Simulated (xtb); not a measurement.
xtb input (GFN2-xTB):

```bash
xtb mol.xyz --gfn 2 --ohess tight --chrg 1 --uhf 0
```
mol.xyz:
```
13

B     -0.00695666     0.02035548    -0.01724580
C      1.53897629    -0.37832124     0.06768030
C     -1.10035965    -1.12295121    -0.05066403
N     -0.41591825     1.49979717     0.03605642
H      1.74375286    -0.98146638     0.95079587
H      1.82336673    -0.97411932    -0.79798993
H      2.19343649     0.53810417     0.09396053
H     -2.08301040    -0.67573602    -0.15815398
H     -0.97379443    -1.73278065    -0.94584571
H     -1.02996420    -1.75264925     0.83203274
H     -0.92805276     1.66098302    -0.84722426
H     -1.03001489     1.66657786     0.78961138
H      0.38684087     2.13419667     0.02171146
```

End of the output:

```
         :::::::::::::::::::::::::::::::::::::::::::::::::::::
         :: total free energy         -12.519671743525 Eh   ::
         ::.................................................::
         :: total energy              -12.604683106893 Eh   ::
         :: zero point energy           0.113012455649 Eh   ::
         :: G(RRHO) w/o ZPVE           -0.028001092282 Eh   ::
         :: G(RRHO) contrib.            0.085011363368 Eh   ::
         :::::::::::::::::::::::::::::::::::::::::::::::::::::
imag cut-off (cm-1) :    5.00
 found            2  significant imaginary frequencies
 writing imag mode distorted coords to xtbhess.xyz
 for further optimization.

optimized geometry written to: xtbopt.xyz

           -------------------------------------------------
          | TOTAL ENERGY              -12.604683106893 Eh   |
          | TOTAL ENTHALPY            -12.485206931635 Eh   |
          | TOTAL FREE ENERGY         -12.519671743525 Eh   |
          | GRADIENT NORM               0.000129360424 Eh/α |
          | HOMO-LUMO GAP               4.696775894395 eV   |
           -------------------------------------------------
Note: The following floating-point exceptions are signalling: IEEE_UNDERFLOW_FLAG IEEE_DENORMAL
normal termination of xtb

------------------------------------------------------------------------
------------------------------------------------------------------------
 total:
 SCF:
 ANC optimizer:
 analytical hessian:
```

It need not be the lowest isomer of its formula.
